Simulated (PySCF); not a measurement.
One of the candidates below gave these computed data.

All candidates are C8H7F3O.

* 1H NMR: chemical shifts (computed TMS as zero) by class: 6.92 (1 H), 6.19 (1 H), 5.25 (1 H), 5.11 (1 H), 3.87 (3 H) ppm [GIAO PBE0/pcSseg-1]
* 13C NMR: chemical shifts (computed TMS as zero) by class: 152.4 (1 C), 151.0 (1 C), 145.6 (1 C), 140.2 (1 C), 129.9 (1 C), 121.5 (1 C), 105.3 (1 C), 60.8 (1 C) ppm [GIAO PBE0/pcSseg-1]
* Dipole: 3.76 D [PBE0/pcSseg-1]
* Rotational structure: rotational constants A, B, C: 1.000, 0.848, 0.501 GHz [GFN2-xTB]
* NMR, other nuclei: isotropic shieldings of nuclei other than C and H, by class: 243 (1 O), 251 (3 F) ppm [GIAO PBE0/pcSseg-1]

Electronic properties: PySCF, gas phase, density fitting. Levels stand in brackets. Isolated species at its GFN2-xTB geometry (one conformer only). Each NMR value is the plain mean over a class of atoms that symmetry, rotation or inversion makes alike.

Problem. Which candidate is it?
A. `Cc1cccc(OC(F)(F)F)c1`
B. `O=C1C=C[C@H](C(F)=C(F)F)CC1`
C. `C=C1C=C(C(F)(F)F)/C1=C\OC`
D. `C=C1C=C(C(F)(F)F)/C1=C/OC`

Solution. C. It is `C=C1C=C(C(F)(F)F)/C1=C\OC`. Numbering: `[CH2:1]=[C:2]1[CH:3]=[C:4]([C:5]([F:6])([F:7])[F:8])/[C:9]1=[CH:10]\[O:11][CH3:12]`. Its formula, C8H7F3O, gives 4 degrees of unsaturation: 1 ring and 3 π bonds in the structure found. 8 carbons fall into 8 classes; from least to most shielded: fully substituted alkene carbon [C4] (152.4 ppm), fully substituted alkene carbon [C2] (151.0 ppm), alkene CH carbon [C3] (145.6 ppm), vinylic carbon bearing oxygen [C10] (140.2 ppm), CF3 carbon [C5] (129.9 ppm), fully substituted alkene carbon [C9] (121.5 ppm), terminal =CH2 carbon [C1] (105.3 ppm), methoxy carbon [C12] (60.8 ppm). Hydrogen classes from least to most shielded: 1 H on an alkene CH carbon, C3 (6.92 ppm), 1 H on a vinylic carbon bearing oxygen, C10 (6.19 ppm), 1 H on a terminal =CH2 carbon, C1 (5.25 ppm), 1 H on a terminal =CH2 carbon, C1 (5.11 ppm), 3 H on a methoxy carbon, C12 (3.87 ppm). The other shieldings belong to: 243 ppm, ether oxygen [O11]; 251 ppm, fluorine of a CF3 group [F6/F7/F8]. The optimised geometry has point group Cs and is an asymmetric top.

The others, at the same levels:
- `C=C1C=C(C(F)(F)F)/C1=C/OC` fails: its computed 13C shifts are 149.6 (1 C), 149.5 (1 C), 144.3 (1 C), 143.0 (1 C), 129.9 (1 C), 122.7 (1 C), 112.3 (1 C), 61.1 (1 C) ppm, rotational constant A is 1.332 GHz (against 1.000 GHz) and smallest rotational constant is 0.452 GHz (against 0.501 GHz).
- `O=C1C=C[C@H](C(F)=C(F)F)CC1` fails: its computed 13C shifts are 199.6 (1 C), 166.6 (1 C), 157.8 (1 C), 140.8 (1 C), 139.4 (1 C), 41.2 (1 C), 40.5 (1 C), 31.2 (1 C) ppm, 1H shifts are 7.13 (1 H), 6.35 (1 H), 3.44 (1 H), 2.62 (1 H), 2.43 (1 H), 2.40 (1 H), 2.02 (1 H) ppm and rotational constant A is 2.386 GHz (against 1.000 GHz).
- `Cc1cccc(OC(F)(F)F)c1` fails: its computed 13C shifts are 158.3 (1 C), 146.5 (1 C), 135.4 (1 C), 131.1 (1 C), 130.1 (1 C), 124.0 (1 C), 117.7 (1 C), 23.9 (1 C) ppm, 1H shifts are 7.62 (1 H), 7.46 (1 H), 7.33 (1 H), 7.28 (1 H), 2.57 (3 H) ppm and rotational constant A is 2.306 GHz (against 1.000 GHz).

Each candidate is one conformer, not necessarily the lowest. Dipoles, sizes and rotational constants follow the conformer. The torsions of the flexible species, by atom-mapped SMILES:
- `[CH2:1]=[C:2]1[CH:3]=[C:4]([C:5]([F:6])([F:7])[F:8])/[C:9]1=[CH:10]\[O:11][CH3:12]`: C3–C4–C5–F6 -120°, C9–C10–O11–C12 180°
- `[CH2:1]=[C:2]1[CH:3]=[C:4]([C:5]([F:6])([F:7])[F:8])/[C:9]1=[CH:10]/[O:11][CH3:12]`: C3–C4–C5–F6 2°, C9–C10–O11–C12 -179°
- `[CH3:1][c:2]1[cH:3][cH:4][cH:5][c:6]([O:7][C:8]([F:9])([F:10])[F:11])[cH:12]1`: C5–C6–O7–C8 0°, C6–O7–C8–F9 -61°

The conformers of `O=C1C=C[C@H](C(F)=C(F)F)CC1` aren't listed.
